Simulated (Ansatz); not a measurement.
C2H5GaO can be A, `[CH3][GaH][CH]=O`, or B, `[GaH2][CH]1CO1`.

Calculated with Ansatz (gas phase, PBE0-D4/def2-TZVP geometries, no zero-point term in ΔE). CBS: MP2 limit from def2 TZ/QZ plus the TZ coupled-cluster correction, frozen cores. Functionals use def2-TZVPP. B3LYP here is the variant with VWN-RPA as its local correlation; programs differ in this. For Ga outer-core shells are correlated without core-valence functions, which leaves a few kJ/mol of doubt a bond. Scalar relativity is left out up to krypton. Each species was taken in one conformer, which may not be the lowest.

Question: Which is lower in electronic energy at CCSD(T)/CBS, and by how much? (Best estimate.)

Answer: The calculation gave: A, by 105.4 kJ/mol.

Question: Give E(B) − E(A) in kJ/mol with PBE0-D4, CCSD(T)/def2-SVP, BLYP-D4, B3LYP, MP2/def2-TZVPP, PBE-D4, CCSD(T)/def2-TZVPP. (Best estimate.)

Answer: Ansatz gave: PBE0-D4 92.6, CCSD(T)/def2-SVP 107.7, BLYP-D4 118.7, B3LYP 113.3, MP2/def2-TZVPP 99.9, PBE-D4 98.5, CCSD(T)/def2-TZVPP 105.5. None reverses the order clearly.

Question: Does the order hold for the free energy at 298.15 K (harmonic terms from PBE0-D4)? (Estimate.)

Answer: Computed: Yes: G(B) − G(A) = +115.8 kJ/mol, for one conformer each. Modes under 60 cm⁻¹, often nearly free rotors, make the harmonic entropy too high.

Largest T1 diagnostic: 0.015.

From r2SCAN to r2SCAN0 (25 % exact exchange), in def2-TZVPP and without D4, E(B) − E(A) moves by −5.2 kJ/mol. Leaving LDA and LC-ωPBE aside and taking each functional with its dispersion term where it has one, the values, not all of them listed here, spread over 27.5 kJ/mol, from B97M-V to BLYP-D4. LDA lies −22.2 kJ/mol from PBE without D4.
